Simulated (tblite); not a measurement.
Species: C6H9FSeSi.
SMILES with atom numbers: `[CH:1]#[C:2][C@@H:3]1[SiH2:4][C@H:5]([F:6])[C@@H:7]1[Se:8][CH3:9]` (hydrogens: H10 on C1; H11 on C3; H12, H13 on Si4; H14 on C5; H15 on C7; H16, H17, H18 on C9)

Computed with GFN2-xTB (tblite), gas phase: L-BFGS steps from a force-field or distance-geometry start until the largest atomic force falls under 0.01 eV/Å.

At the end of the run (lengths in Å): C3–Si4 1.934, Si4–C5 1.929, C2–C3 1.438, C9–H17 1.087, C3–C7 1.556, C9–H16 1.088, Si4–H12 1.461, C2–C3–Si4 114.6°, C1–C2–C3 178.8°, C3–C7–C5 100.9°, C7–Se8–C9 95.8°, C2–C3–Si4–C5 -114°, C3–Si4–C5–F6 108°, Si4–C5–C7–Se8 130°, H14–C5–C7–Se8 -104°, H11–C3–C7–C5 -124°.

Question: These geometries were met on the way; a selection of coordinates is given. Order them by energy above the end point, lowest first.
A. C3–Si4 1.936, Si4–C5 1.932, C2–C3 1.439, C9–H17 1.089, C3–C7 1.558, C9–H16 1.090, Si4–H12 1.464, C2–C3–Si4 112.7°, C1–C2–C3 174.6°, C3–C7–C5 101.2°, C7–Se8–C9 94.0°, C2–C3–Si4–C5 -116°, C3–Si4–C5–F6 112°, Si4–C5–C7–Se8 128°, H14–C5–C7–Se8 -108°, H11–C3–C7–C5 -122°
B. C3–Si4 1.862, Si4–C5 1.869, C2–C3 1.482, C9–H17 1.109, C3–C7 1.534, C9–H16 1.107, Si4–H12 1.480, C2–C3–Si4 109.4°, C1–C2–C3 178.7°, C3–C7–C5 97.3°, C7–Se8–C9 92.3°, C2–C3–Si4–C5 -117°, C3–Si4–C5–F6 114°, Si4–C5–C7–Se8 126°, H14–C5–C7–Se8 -117°, H11–C3–C7–C5 -118°
C. C3–Si4 1.931, Si4–C5 1.927, C2–C3 1.439, C9–H17 1.086, C3–C7 1.555, C9–H16 1.088, Si4–H12 1.458, C2–C3–Si4 112.3°, C1–C2–C3 176.9°, C3–C7–C5 101.2°, C7–Se8–C9 94.0°, C2–C3–Si4–C5 -116°, C3–Si4–C5–F6 111°, Si4–C5–C7–Se8 128°, H14–C5–C7–Se8 -107°, H11–C3–C7–C5 -123°
D. C3–Si4 1.920, Si4–C5 1.913, C2–C3 1.434, C9–H17 1.084, C3–C7 1.549, C9–H16 1.085, Si4–H12 1.459, C2–C3–Si4 112.5°, C1–C2–C3 175.3°, C3–C7–C5 99.8°, C7–Se8–C9 94.2°, C2–C3–Si4–C5 -117°, C3–Si4–C5–F6 113°, Si4–C5–C7–Se8 127°, H14–C5–C7–Se8 -109°, H11–C3–C7–C5 -120°
E. C3–Si4 1.933, Si4–C5 1.914, C2–C3 1.431, C9–H17 1.084, C3–C7 1.565, C9–H16 1.086, Si4–H12 1.449, C2–C3–Si4 110.3°, C1–C2–C3 179.4°, C3–C7–C5 99.5°, C7–Se8–C9 93.3°, C2–C3–Si4–C5 -117°, C3–Si4–C5–F6 113°, Si4–C5–C7–Se8 126°, H14–C5–C7–Se8 -115°, H11–C3–C7–C5 -117°

Answer: C (0.018 eV), A (0.033 eV), D (0.061 eV), E (0.140 eV), B (0.355 eV).

| step | E above end (eV) | rms distance from the end, all atoms (Å) | largest force (eV/Å) | rms shift of all bonds from the end (Å) |
| --- | --- | --- | --- | --- |
| 14 | 0.018 | 0.107 | 0.092 | 0.002 |
| 9 | 0.033 | 0.118 | 0.333 | 0.004 |
| 5 | 0.061 | 0.126 | 0.870 | 0.006 |
| 3 | 0.140 | 0.135 | 0.597 | 0.007 |
| 0 | 0.355 | 0.144 | 2.353 | 0.028 |

Rows stand in the order of the answer.
